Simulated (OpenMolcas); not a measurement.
## Lines of Ir7+: computed and rescaled rates

```json
{
  "Program": "OpenMolcas 26.06",
  "Method": "SS-CASPT2, IPEA 0.25 Eh, imaginary shift 0.1 Eh (closed shells correlated: 5s 5p)",
  "Basis": "ANO-RCC-VQZP [9s8p6d4f2g1h]",
  "Scalar Hamiltonian": "DKH2, point nucleus",
  "Active space": "2 electrons in 5 orbitals (5d)",
  "State averaging": "2S+1 = 3 even, 10 roots; 2S+1 = 1 even, 15 roots",
  "Spin-orbit coupling": "RASSI with atomic mean-field integrals over the reference wave functions, term energies averaged over their components"
}
```

Rates come from the transition moments of the reference wave functions (E1 and E2 in the length form). At fixed line strength A goes as λ^-3 for E1 and M1 and as λ^-5 for E2, so a rate at the computed wavelength can be rescaled to the measured one. Measured vacuum wavelengths follow from level energies in van het Hof, Joshi, Wyart and Sugar, J. Res. Natl. Inst. Stand. Technol. 100, 687 (1995). Branching counts decays inside the model space alone, at computed energies, and the table is only a selection of the E2 and M1 lines, drawn from those between levels with measured partners whose computed energy lies within a factor of 1.5 of the measured one.

```tsv
Upper	Lower	Type	λ computed (nm)	λ measured (nm)	A computed (s-1)	A rescaled (s-1)	Branching %
5d² ³P₁	5d² ³P₀	M1	1280	1255	7.74e+00	8.21e+00	63.3
5d² ³F₄	5d² ³F₃	M1	1118	1118	1.18e+01	1.18e+01	99.9
5d² ³F₃	5d² ³F₂	M1	807.4	789.1	4.23e+01	4.53e+01	100.0
5d² ³P₂ [58 %]	5d² ³P₁	M1	772.1	732.2	1.70e+01	1.99e+01	20.1
5d² ¹G₄	5d² ³F₄	M1	668	683.2	1.76e+01		24.7
5d² ³P₀	5d² ³F₂	E2	558.9	579.6	5.15e-01	4.29e-01	100.0
5d² ¹G₄	5d² ³F₃	M1	418.1	424.1	5.33e+01		74.9
5d² ³P₁	5d² ³F₂	M1	389	396.5	3.60e+00		29.4
5d² ³P₁	5d² ³F₂	E2	389	396.5	5.00e-01	4.54e-01	4.1
5d² ³P₂ [58 %]	5d² ³F₃	M1	380.6	381.6	1.74e+01		20.6
5d² ¹S₀	5d² ³P₂ [58 %]	E2	371.1	382.5	4.56e+00		1.2
5d² ³P₂ [58 %]	5d² ³F₂	M1	258.7	257.2	1.75e+00		2.1
5d² ¹S₀	5d² ³P₁	M1	250.7	251.2	3.51e+02		88.4
5d² ¹S₀	5d² ³F₂	E2	152.4	153.8	1.22e+01		3.1
```

Spin-changing lines and M1 lines between different terms are not rescaled, since their strength hangs on the term gaps too.

The largest correction is for 5d² ³P₀ → 5d² ³F₂ (E2): 5.15e-01 × (558.9 / 579.6)^5 = 4.29e-01 s-1, a factor of 0.83.

The computed rate and branching of 5d² ³P₀ → 5d² ³F₂ give the upper level a radiative lifetime of 1.000 / 5.15e-01 s-1 = 1.94e+00 s, counting decays inside the model space alone. The rescaled rate gives about 2.3e+00 s.

These are rates of the free ion; in crystals, glasses and complexes forced electric-dipole and non-radiative decay shorten such lifetimes by orders of magnitude. No measured rate stands beside these. Rescaling mends the energy factor alone: line strengths can still be far off where a level mixes with configurations outside the active space, and weak or spin-changing lines hang on small mixing coefficients that depend on the term gaps too, so rescaling need not improve them.

Term energies are means over components that CASPT2 splits; among the terms shown or strongly mixed into the levels shown the widest spread is 490 cm-1 (5d² ³F). Measured partners are found by configuration, term and J. A level has none where our copy of the source lacks it or the pairing is in doubt (some pairs that miss far off the trend of their configuration count as doubtful). Only configurations of the active space appear.

A share in square brackets marks a mixed level and gives the weight of the term that names it.
